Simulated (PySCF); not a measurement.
ClH3Si. Atoms are numbered in the order given.

```xyz
5

Si     0.0000     0.0000    -0.9919
Cl     0.0000     0.0000     1.0744
H      1.2122     0.6999    -1.4596
H     -1.2122     0.6999    -1.4596
H      0.0000    -1.3997    -1.4596
```
Charge 0, spin multiplicity 1.

Geometry: B3LYP-D3(BJ)/def2-TZVP. The isomer is the one that the SMILES or the coordinates give; other isomers of the formula were not compared.

All values below come from PySCF with B3LYP-D3(BJ)/def2-TZVP.

Frequencies are harmonic and unscaled.

Modes within 1.5 cm⁻¹ of each other (mostly degenerate sets) share a row, with their intensities summed.

Computed harmonic wavenumbers and intensities:
```json
[
 {"mode": "1", "ν (cm⁻¹)": "535", "IR (km/mol)": "69.0", "Raman (Å⁴/amu)": "8.6", "depolarisation": "0.25", "moving atoms (share of kinetic energy)": "Si 50 %, Cl 47 %"},
 {"mode": "2–3", "ν (cm⁻¹)": "661", "IR (km/mol)": "49.7", "Raman (Å⁴/amu)": "14.2", "depolarisation": "0.75", "moving atoms (share of kinetic energy)": "H 91 %"},
 {"mode": "4", "ν (cm⁻¹)": "957", "IR (km/mol)": "266.0", "Raman (Å⁴/amu)": "6.0", "depolarisation": "0.53", "moving atoms (share of kinetic energy)": "H 93 %"},
 {"mode": "5–6", "ν (cm⁻¹)": "960", "IR (km/mol)": "126.3", "Raman (Å⁴/amu)": "25.8", "depolarisation": "0.75", "moving atoms (share of kinetic energy)": "H 96 %"},
 {"mode": "7", "ν (cm⁻¹)": "2251", "IR (km/mol)": "53.2", "Raman (Å⁴/amu)": "259.2", "depolarisation": "0.01", "moving atoms (share of kinetic energy)": "H 99 %"},
 {"mode": "8–9", "ν (cm⁻¹)": "2263", "IR (km/mol)": "205.9", "Raman (Å⁴/amu)": "150.4", "depolarisation": "0.75", "moving atoms (share of kinetic energy)": "H 96 %"}
]
```
